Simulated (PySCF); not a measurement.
Input for PySCF: R-B3LYP/6-311+G** on H2 (SMILES [H][H]).

```python
from pyscf import gto, scf, dft, mp
from pyscf.data.elements import chemcore

mol = gto.M(
    atom='''
    H    -0.10425463    0.03910725    3.50442295
    H     0.13007456   -0.26228641    4.14331887
    ''',
    basis='6-311+g**',
    charge=0, spin=0, verbose=3, max_memory=1800)
mf = dft.RKS(mol, xc='b3lyp')
mf.conv_tol = 1e-8
mf.max_cycle = 100
mf.kernel()
if not mf.converged:
    mf = mf.newton().run(mf.mo_coeff, mf.mo_occ)
```

It printed:

```
converged SCF energy = -1.17957104976494
```

The run converged.

Cost: around 0.19 core-seconds (rough).
